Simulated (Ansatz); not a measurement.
Zr(NH2)Cl3 (ZrNCl₃H₂), relaxed as a singlet with RKS PBE-D4/def2-SVP in Ansatz, starting from the GFN2-xTB geometry. Force threshold 0.02 eV/Å.

In the def2 sets Zr takes a core potential; there is no spin–orbit coupling.

Start:

```xyz
7

Zr   -0.031   -0.120   -0.599
N     0.061    0.254    1.347
H    -0.719    0.238    2.011
H     0.901    0.517    1.872
Cl   -1.794   -1.402   -1.238
Cl    1.786   -1.190   -1.446
Cl   -0.205    1.703   -1.947
```

```json
{"step": "1", "energy (eV)": "-40349.0694", "largest force component (eV/Å)": "1.401", "SCF passes": "27"}
{"step": "2", "energy (eV)": "-40349.3352", "largest force component (eV/Å)": "0.436", "SCF passes": "34"}
{"step": "3", "energy (eV)": "-40349.3739", "largest force component (eV/Å)": "0.185", "SCF passes": "29"}
{"step": "4", "energy (eV)": "-40349.3779", "largest force component (eV/Å)": "0.289", "SCF passes": "28"}
{"step": "5", "energy (eV)": "-40349.3801", "largest force component (eV/Å)": "0.036", "SCF passes": "30"}
{"step": "6", "energy (eV)": "-40349.3802", "largest force component (eV/Å)": "0.005", "SCF passes": "30"}
```

Force components are those of the run's own axes.

End:

```xyz
7

Zr   -0.037   -0.167   -0.711
N     0.057    0.221    1.252
H    -0.737    0.219    1.904
H     0.904    0.498    1.764
Cl   -1.975   -1.454   -1.057
Cl    1.989   -1.209   -1.300
Cl   -0.202    1.892   -1.853
```

By distances, no bond broke or formed. The bond that changes most is Zr1–Cl7, from 2.27 to 2.36 Å (atoms count from 1).

No frequencies were taken in this run, so the end may be a saddle point.

Run time 15 s (2 threads of Arm Neoverse V2 on a shared host).
